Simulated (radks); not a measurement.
Au LXIII, 17 electrons, occupied as [Ne] 3s2 3p5 (the NIST ground configuration).

All-electron calculation, non-relativistic Kohn-Sham, TPSS, spin-polarised, spherical densities, point nucleus; open shells are filled with parallel spins first (spin-orbit coupling, left out, can overturn this in heavy ions); meta-GGA in the generalised Kohn-Sham scheme; relativity is left out, which matters for an element this heavy. Program: a radial shooting solver on a logarithmic mesh with Libxc functionals.

Energy parts (Ry):
total: -27298.9939
kinetic: 27297.3774
electron-nucleus: -57017.5320
Hartree: 2757.7092
exchange-correlation: -336.5485

Orbitals (lengths in bohr, moments of r in powers of bohr; r(max) is where P^2 peaks):
| orbital | occ. | eigenvalue (Ry) | r(max) | <1/r> | <r^4> |
|---|---|---|---|---|---|
| 1s up | 1 | -5729.654 | 0.01272 | 78.47 | 6.056e-07 |
| 1s down | 1 | -5729.384 | 0.01272 | 78.47 | 6.056e-07 |
| 2s up | 1 | -1239.579 | 0.06874 | 18.68 | 0.00009212 |
| 2s down | 1 | -1239.447 | 0.06874 | 18.68 | 0.00009203 |
| 2p up | 3 | -1208.564 | 0.05331 | 18.66 | 0.00005740 |
| 2p down | 3 | -1208.309 | 0.05332 | 18.66 | 0.00005737 |
| 3s up | 1 | -503.4652 | 0.1797 | 7.837 | 0.002352 |
| 3s down | 1 | -502.6960 | 0.1798 | 7.831 | 0.002358 |
| 3p up | 3 | -491.2364 | 0.1681 | 7.787 | 0.001992 |
| 3p down | 2 | -490.4463 | 0.1681 | 7.784 | 0.001997 |

The highest occupied level is 3p down at -6672.9 eV. Virial ratio -V/T = 2.00006. The density falls to 0.001 e/bohr^3 at r = 0.56 bohr. The spin density at the nucleus is 6.425 e/bohr^3 (1s -4.265, 2s 1.755, 3s 8.935). Spin moment in Bohr magnetons: 1. Summed over all electrons, <r^2> = 0.3118 bohr^2, which gives a Langevin (diamagnetic) susceptibility term of -0.247 x 10^-6 cm^3/mol. The electron density at the nucleus is 3.54e+05 e/bohr^3. For comparison, the ionisation energy in NIST's Atomic Spectra Database is 6854 eV (theoretical). In exact Kohn-Sham theory the highest level is minus the ionisation energy, but local and semilocal functionals leave it too shallow, through self-interaction and a potential that decays too fast; potentials with the right tail come closer.
